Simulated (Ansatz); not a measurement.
The same substitution along the group B, Al, Ga.

Computed with Ansatz on PBE0-D4/def2-TZVP structures; ΔE is electronic, products minus reactants. CCSD(T)/CBS adds triple-zeta CCSD(T) − MP2 to the extrapolated MP2 energy (def2 sets, frozen cores). Functionals use def2-TZVPP. For Ga outer-core shells are correlated without core-valence functions, which leaves a few kJ/mol of doubt a bond. Scalar relativity is left out up to krypton. One conformer a species, not always the lowest.

```json
{"reaction": "`CC(C)B(O)O` + `O[SiH]([SiH3])S` → `CO[SiH]([SiH3])S` + `CCB(O)O`", "PBE-D4 (eV)": "0.41", "ωB97X-V (eV)": "0.40"}
{"reaction": "`C[CH](C)[Al]([OH])[OH]` + `O[SiH]([SiH3])S` → `CO[SiH]([SiH3])S` + `C[CH2][Al]([OH])[OH]`", "PBE-D4 (eV)": "0.36", "ωB97X-V (eV)": "0.34"}
{"reaction": "`C[CH](C)[Ga]([OH])[OH]` + `O[SiH]([SiH3])S` → `CO[SiH]([SiH3])S` + `C[CH2][Ga]([OH])[OH]`", "PBE-D4 (eV)": "0.42", "ωB97X-V (eV)": "0.39"}
```

(1) Give the CCSD(T)/CBS values in the same order. (Estimate.)

Largest T1 diagnostic: 0.013, for `C[CH2][Ga]([OH])[OH]`.

Answers

(1) The calculation gave: 0.47, 0.40, 0.47 eV.
